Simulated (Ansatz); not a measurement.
Cost and result up the ladder for Si10H18S, a cluster cut from the lattice of silicon (1 of the caps SH) (29 atoms). Charge 0, multiplicity 1. Geometry: PBE-D4/def2-SVP.

```xyz
29

Si    1.833   -1.007   -1.901
Si    3.548    2.020   -0.333
Si   -1.852   -1.749   -1.148
Si   -3.833    0.499    1.171
Si   -0.130    1.288    0.488
Si    0.159   -0.930   -0.250
Si    1.910    2.072    1.360
Si    3.864   -0.212   -1.017
Si   -1.830    1.303    2.115
Si   -3.519   -1.741    0.509
S    -1.592   -3.801   -1.820
H     1.976   -2.414   -2.432
H     1.400   -0.122   -3.043
H     4.845    2.621    0.146
H     3.059    2.826   -1.510
H    -0.472   -3.539   -2.557
H    -2.269   -0.827   -2.270
H    -4.976    0.610    2.149
H    -4.167    1.326   -0.044
H    -0.541    2.134   -0.693
H     0.564   -1.782    0.927
H     2.323    1.148    2.477
H     1.755    3.461    1.926
H     4.232   -1.049    0.182
H     4.977   -0.316   -2.030
H    -1.409    0.386    3.235
H    -2.015    2.689    2.682
H    -3.040   -2.550    1.686
H    -4.800   -2.345   -0.007
```

Ansatz on 4 threads of Arm Neoverse V1 on a shared host. Times are rough, and most runs start from the orbitals of an earlier one. PBE0-D4/def2-TZVP serves as the yardstick here, not as an exact answer. Differences are given only for rows in sets of like size (and for xTB, whose basis is part of the method), since another set adds its own error. Binding counts from free atoms at the same level (Si triplet, S triplet, H doublet; other spins of the atoms weren't run), without zero-point energy or a counterpoise term.

B3LYP takes the VWN-RPA correlation. Correlated methods freeze 55 core orbitals. The rows differ in basis, and correlated rows in double-zeta sets carry the largest basis error.

Correlated methods converge slowly with the basis, most of all in double-zeta sets.

| level | functions | wall time | binding energy per atom (eV) | difference from PBE0-D4/def2-TZVP (eV) |
| --- | --- | --- | --- | --- |
| HF/STO-3G | 117 | 1.8 s | 3.47 | – |
| HF/6-31G | 179 | 5.5 s | 1.95 | – |
| PBE-D4/def2-SVP | 288 | 10 s | 3.12 | – |
| B3LYP-D4/6-31G | 179 | 10 s | 2.86 | – |
| MP2/def2-SVP | 288 | 20 s | 2.88 | – |
| PBE0-D4/def2-SVP | 288 | 21 s | 3.12 | – |
| PBE-D4/def2-TZVP | 515 | 22 s | 3.13 | 0.00 |
| r2SCAN-D4/def2-TZVP (with forces) | 515 | 49 s | 3.15 | 0.02 |
| PBE0-D4/def2-TZVP | 515 | 59 s | 3.13 | 0.00 |
